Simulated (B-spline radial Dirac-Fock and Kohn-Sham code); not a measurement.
## Pd²⁺ 4d3/2: cross section and angular parameters

System: the Pd²⁺ ion in the configuration [Kr] 4d8; threshold 33.23 eV (orbital energy of the model). Model: Dirac-Hartree-Slater photoionisation with a Latter tail; cross sections with all multipoles, angular parameters from the dipole term and its interference with E2. Program: a B-spline atomic structure program.

For linearly polarised light dσ/dΩ = σ/(4π) [1 + β P₂(cos θ) + (δ + γ cos²θ) sin θ cos φ], with θ from the polarisation vector and φ the angle between the beam and the projection of the electron momentum on the plane normal to the polarisation.

```
hν (eV)  σ (kb)       β       γ       δ
   70.3    1770   1.438  -0.034   0.003
   75.4    1120   1.618  -0.045   0.003
     78     892   1.707  -0.051   0.003
     80       ?       ?       ?       ?
    105    98.9   1.028   0.026   0.002
    115    80.8  -0.353   0.150  -0.010
    127    99.1  -0.806   0.187  -0.018
    152     158  -0.282   0.130  -0.018
    196     204   0.343   0.057  -0.014
    258     196   0.739   0.004  -0.008
    300     174   0.892  -0.014  -0.003
    347     147   1.009  -0.023   0.001
    400     121   1.100  -0.025   0.005
    446     102   1.157  -0.021   0.008
    487    87.6   1.196  -0.015   0.011
    711    41.1   1.303   0.053   0.023
    800    31.5   1.318   0.086   0.026
    962    20.3   1.327   0.150   0.033
   1000    18.5   1.327   0.165   0.034
 1253.6    10.4   1.313   0.264   0.043
   1350    8.50   1.303   0.300   0.047
 1486.9    6.53   1.288   0.350   0.051
   1500    6.37   1.287   0.354   0.052
   1510    6.25   1.286   0.358   0.052
 2984.4   0.810   1.104   0.768   0.103
 5414.7   0.107   0.882   1.147   0.193
   7360  0.0351   0.762   1.319   0.262
   8950  0.0168   0.687   1.417   0.316
   9890  0.0115   0.650   1.466   0.346
```

Q: Give the values at 80 eV.

A: σ = 746 kb, β = 1.772, γ = -0.054, δ = 0.004.

Values without a named source are computed, but for edge energies of neutral atoms, which are taken from tables.
